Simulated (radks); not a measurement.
Spherical quantum dot in the effective-mass picture: electrons in a parabolic well V = omega^2 r^2 / 2 with omega = 0.186, all in effective atomic units (hartree* = m*/eps^2 hartree, bohr* = eps/m* bohr), one dielectric constant everywhere. Method: non-relativistic Kohn-Sham, PBEsol, spin-polarised, spherical densities; computed with a radial shooting solver with Libxc functionals. Levels are named by radial order and angular momentum (1s, 1p, 1d, 2s, ...), and open shells are averaged over m. Results are scaled to m* = 0.047 and eps = 11.9, for which hartree* = 9.031 meV and bohr* = 13.4 nm.

N = 5, configuration 1s2 1p(up 3, down 0). This is the lowest configuration that the search found. Occupied and some empty levels:

level,occupation,eigenvalue (meV),<r> (nm)
1s up,1,11.326,49.32
1s down,1,11.685,46.93
1p up,3,12.189,58.86
1p down,0,12.635,58.45
1d up,0,13.260,66.29
1d down,0,13.719,66.85
2s up,0,13.731,57.66
2s down,0,13.978,58.63
1f up,0,14.472,72.75
1f down,0,14.910,73.83

Energy (meV): total 37.0765, kinetic 5.5817, external 14.410, Hartree 24.832, exchange-correlation -7.7478.

Electron density:

r (nm),n(r) (e/nm^3)
8.09,3.711e-06
16.8,3.923e-06
25.4,4.140e-06
34.1,4.173e-06
42.8,3.859e-06
51.5,3.168e-06
60.1,2.245e-06
68.8,1.338e-06
77.5,6.555e-07
86.2,2.632e-07
94.8,8.914e-08
104,2.547e-08
112,6.128e-09
